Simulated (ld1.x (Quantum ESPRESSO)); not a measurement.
**Before and after: RRKJ potential for K**

* Element: K (Z = 19)
* Generator: ld1.x (Quantum ESPRESSO) 7.5
* Type: norm-conserving RRKJ (Kleinman–Bylander form)
* Functional: BP86
* Relativity: scalar-relativistic
* Frozen core: [Ar]
* Valence charge: 1
* Reference configuration: 3d0 4s0.5 4p0 (charge +0.5)
* Partial waves: 4p (bound, empty): rc 4.00 bohr; 3d (bound, empty): rc 4.20 bohr; 4s (bound): rc 3.05 bohr
* Local potential: the s channel
* Core correction: none
* rho0: 0.005

All-electron outer shells of the reference configuration (BP86, scalar-relativistic, ld1.x):

```csv
shell,level (eV),outermost node (bohr),outermost maximum (bohr)
3p,-21.74,0.45,1.15
4s,-4.38,1.58,3.88
4p,-2.49,1.85,5.11
3d,-1.62,–,2.50
```

Change: core correction a·sin(br)/r model core inside 2.60 bohr.

Cutoffs: the cutoffs (Ry, on a coarse ladder) from which the occupation-weighted sum of valence levels, in a spherical-Bessel basis at the reference potential, stays within 10 and 1 mRy of its value at 400 Ry; they do not see the model core or the augmentation charge, which bear on the density cutoff. Errors are all-electron minus pseudo energies relative to the spin-unpolarised reference configuration.

**Question.** What does the change do?

**Answer.** Both files are so soft that the ladder of cutoffs tells neither apart; of the 4 tests that both files solve, the error grows in 0 and shrinks in 4 by more than 15 % and 0.3 meV (median size 25.1 → 2.0 meV); neither file shows a bound ghost. Exchange and correlation are not linear in the density, so unscreening with the valence charge alone errs where core and valence overlap; a model core restores that term. A model core, the more so a compact one, raises the density cutoff, which this test does not measure.

| quantity | base | changed |
| --- | --- | --- |
| cutoff, loose | 6 Ry | 6 Ry |
| cutoff, tight | 6 Ry | 6 Ry |
| bound ghosts | none | none |
| error for 3d0 4s1 4p0, meV [ΔE -1.70 eV] | +6.1 | -1.7 |
| error for 3d0 4s0 4p1, meV [ΔE -0.14 eV] | +29 | -3.1 |
| error for 3d1 4s0 4p0, meV [ΔE 0.76 eV] | +117 | +2.4 |
| error for 3d0.5 4s0.5 4p0, meV [ΔE -0.47 eV] | +21 | 0.0 |
| s: phases at 4.54 bohr within 0.05 rad from the reference energy up to (Ry; the scan ends near 5) | 0.7 | 0.7 |
| p: phases at 4.54 bohr within 0.05 rad from the reference energy up to (Ry; the scan ends near 5) | 1.1 | 1.1 |
| d: phases at 4.54 bohr within 0.05 rad from the reference energy up to (Ry; the scan ends near 5) | 0.2 | 0.2 |
